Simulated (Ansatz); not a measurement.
`C[Si](F)(S)Cl` + NH₃ → `C[Si](N)(F)Cl` + H₂S at 500 K and 1 bar (ligand exchange at the Si–S bond).

Gas-phase electronic energies from Ansatz, PBE0-D4/def2-TZVP geometries. CCSD(T)/CBS adds triple-zeta CCSD(T) − MP2 to the extrapolated MP2 energy (def2 sets, frozen cores). This one scheme is used for every species. Each species was taken in one conformer, which may not be the lowest.

```
        species  CCSD(T)/CBS energy (Eh)  H − E (kJ/mol)  S (J/(mol·K))
`C[Si](F)(S)Cl`              -1287.05862           183.8          425.4
            NH₃                -56.50880           108.2          211.8
`C[Si](N)(F)Cl`               -944.59780           227.4          419.7
            H₂S               -398.97279            57.0          224.0
```

H − E and S are ideal-gas, rigid-rotor, harmonic terms from PBE0-D4/def2-TZVP, for one conformer and one mirror image of each species. 1 Eh = 2625.50 kJ/mol, R = 8.31446 J/(mol·K).

Task: By hand: ΔE, ΔH, ΔS and ΔG.

Result: ΔE = (-944.59780) + (-398.97279) − (-1287.05862) − (-56.50880) = -0.00317 Eh = -8.3 kJ/mol. Δ(H − E) = 227.4 + 57.0 − 183.8 − 108.2 = -7.6, so ΔH = -15.9 kJ/mol. ΔS = 419.7 + 224.0 − 425.4 − 211.8 = 6.5 J/(mol·K). ΔG = -15.9 − 500 × (6.5)/1000 = -19.1 kJ/mol.

Task: By hand: the equilibrium constant, and the temperature at which ΔG would vanish if ΔH and ΔS stayed fixed.

Result: log₁₀ K = −ΔG/(RT ln 10) = 2.0. ΔH and −TΔS have one sign here, so there is no such temperature.

The number of gas molecules stays the same, so ΔS is small and ΔH decides. A doubt of 5 kJ/mol in ΔE shifts log₁₀ K by 0.5 here. Other conformers and mirror images would add mixing entropy, several J/(mol·K) or more a flexible species. These are equilibria of isolated gas molecules and say nothing of rates. Largest T1 diagnostic: 0.011 (customary marks: 0.02 for closed shells, 0.045 for open ones).

ΔS is within the doubt of such terms, so its sign, and with it that verdict, could turn.
